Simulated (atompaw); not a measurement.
Ga (Z = 31): one change to a PAW (atompaw) potential, before and after

```json
{"Element": "gallium", "Generator": "atompaw 4.2.0.5", "Type": "PAW", "Functional": "PBEsol", "Relativity": "scalar-relativistic", "Frozen core": "[Ar] 3d10", "Valence charge": "3", "Reference configuration": "4s1.75 4p1.25", "Partial waves": "4s (bound): rc 1.70 bohr; 4s channel at 4.45 Ry: rc 1.70 bohr; 4p (bound): rc 2.70 bohr; 4p channel at 1.05 Ry: rc 2.70 bohr", "Local potential": "troulliermartins scheme with l = 2 at 0 Ry, radius 2.10 bohr", "Core correction": "smooth core density matched at 2.00 bohr", "Augmentation charge": "sinc compensation charge, radius 2.45 bohr; PAW radius 2.70 bohr; waves and projectors: custom polynom2 7 10 vanderbiltortho"}
```

Change: local potential bessel scheme, radius 2.10 bohr.

Cutoffs: the cutoffs (Ry, on a coarse ladder) from which the occupation-weighted sum of valence levels, in a spherical-Bessel basis at the reference potential, stays within 10 and 1 mRy of its value at 400 Ry; they do not see the model core or the augmentation charge, which bear on the density cutoff.

Problem. What does the change do?

Solution. The potential gets harder (12 Ry and 21 Ry → 15 Ry and 21 Ry); the bound ghost in p, s disappears; the range in which the p phases agree widens (upper end 3.2 → at the end of the scan). A state that the projectors do not describe sees the local part alone, so a deeper or shallower local part can create or remove a ghost.

| quantity | base | changed |
| --- | --- | --- |
| cutoff, loose | 12 Ry | 15 Ry |
| cutoff, tight | 21 Ry | 21 Ry |
| loose cutoff by channel (10 mRy a level) | s 10 Ry, p 6 Ry | s 12 Ry, p 8 Ry |
| bound ghosts | s, p | none |
| s: phases at 2.71 bohr within 0.05 rad from the reference energy up to (Ry; the scan ends near 5) | to the end of the scan | to the end of the scan |
| p: phases at 2.71 bohr within 0.05 rad from the reference energy up to (Ry; the scan ends near 5) | 3.2 | to the end of the scan |
| lowest overlap eigenvalue by channel | s 0.03, p 0.77 | s 0.21, p 0.86 |

 A true bound ghost makes a file unfit for plane-wave use even where its test errors are small: the radial tests pick states by their node count and pass the ghost by. The cutoffs see the waves, projectors and local potential, not the compensation charge or the core.
